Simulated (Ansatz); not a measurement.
`CC[Si]O` + HBr → `O[Si]Br` + ethane  (ligand exchange at the Si–C bond)

Gas-phase electronic energies from Ansatz, PBE0-D4/def2-TZVP geometries. CCSD(T)/CBS adds triple-zeta CCSD(T) − MP2 to the extrapolated MP2 energy (def2 sets, frozen cores). This one scheme is used for every species. For Br outer-core shells are correlated without core-valence functions, which leaves a few kJ/mol of doubt a bond. Scalar relativity is left out up to krypton. Each species was taken in one conformer, which may not be the lowest.

```tsv
species	CCSD(T)/CBS(def2) energy (Eh)
`CC[Si]O`	-443.97447
HBr	-2573.91920
`O[Si]Br`	-2938.23569
`CC`	-79.71954
```

**Question.** Work out ΔE.

**Answer.** ΔE = (-2938.23569) + (-79.71954) − (-443.97447) − (-2573.91920) = -0.06156 Eh = -38.6 kcal/mol.

Largest T1 diagnostic among the species: 0.013.

Leaving LDA and LC-ωPBE aside and taking each functional with its dispersion term where it has one, the values, not all of them listed here, spread over 2.2 kcal/mol, from BHLYP-D4 to revPBE-D4. LDA lies +2.7 kcal/mol from PBE without D4. The D4 term adds +1.2 kcal/mol with B3LYP and +0.7 kcal/mol with PBE0; it sums over pairs of atoms, weighted by their polarisabilities, and B3LYP, whose exchange is more repulsive, gets the larger term.

B3LYP here is the variant with VWN-RPA as its local correlation; programs differ in this.
